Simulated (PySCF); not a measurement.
# Electronic absorption of C3H7FOSi

Species: C3H7FOSi.
SMILES: `C=C(CF)O[SiH3]`

Computed, not measured: PySCF 2.14.0, density-fitted response routines, TDDFT CAM-B3LYP/def2-SVPD, vertical, gas phase, core orbitals frozen in the response. Geometry: PBE0-D3(BJ)/def2-SVP, one conformer, isolated molecule. Torsions of this conformer, `[CH2:1]=[C:2]([CH2:3][F:4])[O:5][SiH3:6]`: C1–C2–C3–F4 -1°, C1–C2–O5–Si6 -175°.

```
state  λ (nm)  E (eV)       f  main configurations (H = HOMO, L = LUMO)
   S1   201.0    6.17  0.0019                                 H→L (92%)
   S2   186.0    6.67   0.018                  H→L+1 (70%), H→L+3 (24%)
   S3   180.3    6.88   0.456                               H→L+2 (96%)
   S4   170.4    7.28  0.0039     H→L+3 (57%), H→L+1 (20%), H→L+4 (15%)
   S5   164.0    7.56  0.0013                  H→L+4 (60%), H→L+6 (30%)
   S6   161.0    7.70   0.013     H→L+6 (60%), H→L+4 (19%), H→L+3 (10%)
   S7   158.9    7.80   0.016                  H→L+5 (70%), H-1→L (23%)
   S8   157.0    7.90   0.014                  H-1→L (66%), H→L+5 (24%)
   S9   151.6    8.18  0.0007                             H-1→L+2 (83%)
  S10   147.9    8.38  0.0019                 H-2→L (46%), H→L+10 (33%)
```

Triplets (Tamm–Dancoff): T1 4.24 eV, H→L+2 (85%); T2 6.01 eV, H→L (90%); T3 6.54 eV, H→L+1 (66%), H→L+3 (26%); T4 7.18 eV, H→L+3 (53%), H→L+1 (22%), H→L+4 (13%).

The lowest singlet comes at 201 nm (595 kJ/mol) in the ultraviolet; it is very weak; its leading configuration is HOMO→LUMO (92%). The strongest level in the table is S3 at 6.88 eV (180 nm, f = 0.456). Löwdin shares by element: HOMO carbon 63% or more, oxygen 19% (atoms not listed hold the other 18%); LUMO silicon 38%, hydrogen 24% or more, oxygen 12% (atoms not listed hold the other 27%). Of the 10 states listed, 5 reach f = 0.01 and none stays under 0.0005. The oscillator strengths of these states sum to 0.526; summed over the whole spectrum of an exact calculation they would give the number of electrons, 56 (Thomas–Reiche–Kuhn). The listed states span 2.21 eV, and the widest gap between neighbours is 0.50 eV (S1 to S2). All these states lie below the vertical ionisation energy of 9.07 eV (ΔSCF). Singlets were solved by full linear response, triplets in the Tamm–Dancoff approximation.
